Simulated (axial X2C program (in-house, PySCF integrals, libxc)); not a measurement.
## Low determinants of WN⁻ at the PBE0 level, 2c

All values were computed with an in-house relativistic program for diatomic molecules. Two-component (2c) means X2C with spin–orbit coupling and atomic mean-field two-electron Coulomb and Gaunt terms. Basis: W dyall-acv3z [14s15p10d7f4g], N dyall-av3z [7s7p3d2f] (cores contracted in-house); Gaussian nuclei, density fitting, unrestricted open shells. Masses: W 183.951 u, N 14.003 u.

Search at 1.665 Å (vertical energies from the lowest determinant):

```tsv
ΔE (eV)	state	electrons beyond evenly filled partner blocks	electrons in ±ω = 1/2, 3/2, 5/2, 7/2
0.00	Ω = 1	ω = -3/2, ω = 5/2	48 23 9 2
0.36	Ω = 0	none	48 24 8 2
0.85	Ω = 4	ω = 3/2, ω = 5/2	48 23 9 2
1.05	Ω = 3	ω = 1/2, ω = 5/2	47 24 9 2
1.09	Ω = 2	ω = 1/2, ω = 3/2	49 23 8 2
1.28	Ω = 2	2 × ω = 1/2, ω = -3/2, ω = 5/2	48 23 9 2
1.31	Ω = 1	ω = -1/2, ω = 3/2	49 23 8 2
```

Lowest determinant, Ω = 1 (⟨Sz⟩ = 1.00, ⟨Lz⟩ = 0.00 at PBE0): Re = 1.660 Å, ωe = 1123.6 cm⁻¹.

The determinant in row 2 of the search, Ω = 0 (closed shell), was followed along the bond at PBE0; measured from the minimum of the lowest determinant it gives:

Te = 0.361 eV (2916 cm⁻¹), Re = 1.656 Å, ωe = 1146.9 cm⁻¹.

**Question.** Compare the bond of the determinant in row 2 with that of the lowest one.

**Answer.** At PBE0 its Re is 0.004 Å shorter and its force constant, which goes as ωe², is 1.04 times that of the lowest determinant. T0 ≈ Te + Δωe/2 = 2916 + (12) = 2928 cm⁻¹.

The search compares states at one distance, so a state with another bond length can lie lower; it is not exhaustive and yields mostly the lowest determinant of each block pattern, so other components and higher states of one pattern are missing. These are energies of single determinants, not of spin-adapted states; PBE0 term energies can be off by some tenths of an eV, and the functional has no current term. Open-shell Ω = 0 determinants with evenly filled partner blocks cannot be reached by this program, so the Ω shown need not be the lowest component. The lowest determinant need not be the ground state where others lie within half an eV. For an anion, determinants above electron detachment are held by the basis set. Some points of a curve did not converge. The highest occupied level of some functionals is positive through self-interaction error; at Hartree–Fock it is bound. Row 1 has a positive highest level at its minimum. Row 2 has a positive highest level at its minimum.
